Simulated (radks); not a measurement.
Results of a calculation; reference values are marked as such.
Question: Sr3+, 35 electrons, occupied as [Ar] 3d10 4s1.5 4p5 4f0.5 (fractional occupations, a model configuration). Code: a radial shooting solver on a logarithmic mesh with Libxc functionals. Model: non-relativistic Kohn-Sham, TPSS, spin-unpolarised, spherical densities, point nucleus; meta-GGA in the generalised Kohn-Sham scheme; relativity is left out, which matters for an element this heavy. Some entries of the table are withheld. Estimate them.

| orbital | occ. | eigenvalue (hartree) | <1/r> (bohr^-1) |
|---|---|---|---|
| 1s | 2 | -575.8687 | 37.50 |
| 2s | 2 | -78.05994 | 8.383 |
| 2p | 6 | -71.16936 | 8.362 |
| 3s | 2 | -13.19247 | 2.831 |
| 3p | 6 | -10.66326 | 2.727 |
| 3d | 10 | -6.11180 | 2.513 |
| 4s | 1.5 | (1) | 0.9991 |
| 4p | 5 | -1.98321 | 0.8960 |
| 4d | 0 | -1.01337 | 0.6592 |
| 5s | 0 | -0.84707 | 0.4139 |
| 5p | 0 | -0.68171 | 0.3602 |
| 4f | 0.5 | -0.40087 | (2) |
| 5f | 0 | -0.24338 | 0.1797 |

Answer: 
(1) 4s eigenvalue (hartree): -2.64003
(2) 4f <1/r> (bohr^-1): 0.2845
